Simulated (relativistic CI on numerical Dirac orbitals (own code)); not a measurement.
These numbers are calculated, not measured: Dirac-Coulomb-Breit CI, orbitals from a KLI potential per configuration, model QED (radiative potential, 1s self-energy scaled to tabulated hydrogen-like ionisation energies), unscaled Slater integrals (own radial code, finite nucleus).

Configuration list (outside the closed core [Ar] 3d10): 4s²4p⁶, 4s²4p⁵4d, 4s4p⁶4d, 4s²4p⁵4f, 4s4p⁶4f, 4p⁶4d4f, 4s²4p⁵5s, 4s²4p⁵5p, 4s4p⁶5s, 4s²4p⁵5d, 4s4p⁶5p, 4s²4p⁵5f, 4s²4p⁵5g, 4s4p⁶5d, 4p⁶4f5s, 4s4p⁶5f, 4s²4p⁵6s, 4s²4p⁵6p, 4s4p⁶5g, 4s²4p⁵6d, 4s²4p⁵6f, 4p⁶4d², 4p⁵4d³, 4p⁵4d²4f, 4p⁵4d²5s, 4p⁵4d²5p, 4p⁶4f², 4p⁵4d4f², 4p⁵4f³, 4p⁵4f²5s, 4p⁵4f²5p, 4p⁶4d5s, 4p⁵4d4f5s, 4p⁵4d5s², 4p⁵4d5s5p. Double excitations out of closed p, d and f shells are left out; levels of such configurations are missing from the list, as are those of other unlisted configurations, and high levels can miss mixing partners. These lack a partner that the ground configuration has and come out too high: 4s²4p⁵5d, 4s²4p⁵5f, 4s²4p⁵5g, 4s²4p⁵6s, 4s²4p⁵6p.

At this charge energies of transitions that change n are usually good to better than 1 %, and those within a shell (Δn = 0) to a few per cent.

Outline of the computed level scheme of Ir XLII. Lowest level of each configuration: 4s²4p⁶ ¹S0 at 0.000 eV; 4s²4p⁵4d ³P°0 at 159.179 eV; 4s²4p⁵4f ³D1 at 377.865 eV; 4s4p⁶4d ³D1 at 412.125 eV; 4s4p⁶4f ³F°2 at 629.514 eV; 4s²4p⁵5s ³P°2 at 756.855 eV; 4s²4p⁵5p ³P1 at 808.526 eV; 4p⁶4d² ³F2 at 809.132 eV.

Some strong electric-dipole decays among the lowest 45 levels: 4s²4p⁵5s ¹P°1 → 4s²4p⁶ ¹S0 (4.7e+12 s⁻¹); 4s²4p⁵4d ¹P°1 → 4s²4p⁶ ¹S0 (3.3e+12 s⁻¹); 4s²4p⁵5p ³D2 → 4s²4p⁵4d ³F°3 (2.7e+12 s⁻¹); 4s²4p⁵5p ³D3 → 4s²4p⁵4d ³F°4 (2.2e+12 s⁻¹); 4s²4p⁵5p ³P1 → 4s²4p⁵4d ³P°1 (1.5e+12 s⁻¹); 4s²4p⁵5p ³P1 → 4s²4p⁵4d ³D°2 (1.5e+12 s⁻¹); 4s4p⁶4d ³D1 → 4s²4p⁵4d ³P°1 (9.9e+11 s⁻¹); 4s²4p⁵5p ³D2 → 4s²4p⁵4d ³D°2 (9.2e+11 s⁻¹).

LS names give the leading component of a level, which can be under half, so a name can repeat, a term be missing and a line seem to break the LS rules.
